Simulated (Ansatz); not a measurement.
Results of the Gaussian-basis code of Ansatz.

A structure relaxed at PBE0-D4/def2-TZVP, charge 0, multiplicity 1:

```xyz
10

C    -0.353   -0.796    1.111
N    -0.021    0.471    0.491
Si    0.521    0.626   -1.110
Cl   -0.904    0.201   -2.557
H    -1.399   -1.088    0.962
H    -0.152   -0.767    2.185
H     0.273   -1.584    0.685
H    -0.498    1.259    0.901
H     0.929    2.031   -1.323
H     1.606   -0.353   -1.344
```

(1) Give its formula and SMILES.

(2) Summarise the bond lengths by kind.

Results:

(1) CH6ClNSi, `CN[SiH2]Cl`.

(2) 1 × C–N 1.450 Å; 3 × C–H 1.093 to 1.096 Å; 1 × N–Si 1.697 Å; 1 × H–N 1.008 Å; 1 × Cl–Si 2.075 Å; 2 × H–Si 1.479 Å.
